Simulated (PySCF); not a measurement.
Al(H)(OMe)(OSiH3) (CH7AlO2Si), SMILES [O]([SiH3])[AlH][O]C. Heavy atoms are numbered as in [AlH:1]([O:3][CH3:4])[O:8][SiH3:9]. Hydrogens are named by the atom that carries them.

Geometry: B3LYP-D3(BJ)/def2-SVP. The values are those of a single conformer.

Computed with HF/pcSseg-1 run with PySCF.

GIAO shieldings, no solvent; atoms alike by connectivity are averaged. δ = σ(ref) − σ: ¹H against TMS (σ = 31.99 ppm); ¹⁷O against H2O (σ = 333.0 ppm); ¹³C against TMS (σ = 192.6 ppm); ²⁹Si against TMS (σ = 393.8 ppm), references at their B3LYP-D3(BJ)/def2-TZVP geometries, non-relativistic.

Q: Estimate the chemical shifts. (Estimate from the structure and the level; the computed values follow.)

A: 
```tsv
nucleus	atoms	count	δ (ppm)
¹H	H on Si9	3	4.82
¹H	H on C4	3	3.95
¹H	H on Al1	1	3.82
¹⁷O	O8	1	13.2
¹⁷O	O3	1	-3.7
¹³C	C4 (CH3)	1	51.0
²⁹Si	Si9 (SiH3)	1	-47.4
```
